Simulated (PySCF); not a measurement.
Computed Raman spectrum (relative Raman activity) of a molecule C₄H₄OSe. Coordinates come from a PBE0-D3(BJ)/def2-SVP optimisation. Other conformers were not sampled. Calculation: PBE0-D3(BJ)/def2-SVP (PySCF 2.14.0). Frequencies are harmonic and unscaled.

| ν (cm⁻¹) | relative intensity |
|---|---|
| 267 | 3.7 |
| 327 | 2.4 |
| 336 | 3.4 |
| 437 | 7.3 |
| 596 | 2.9 |
| 636 | 4.5 |
| 711 | 14 |
| 757 | 2.9 |
| 873 | 2.8 |
| 884 | 3.8 |
| 966 | 2.6 |
| 1264 | 8.9 |
| 1396 | 24 |
| 1440 | 8.6 |
| 1746 | 66 |
| 1926 | 12 |
| 3104 | 100 |
| 3170 | 94 |
| 3176 | 60 |
| 3280 | 62 |

Q: Identify the compound among the candidates.
(A) C=C1OC=C[Se]1
(B) C=C1[Se]CC1=O
(C) C=C1C[Se]C1=O
(D) C=C=C1OC[Se]1

A: C, C=C1C[Se]C1=O
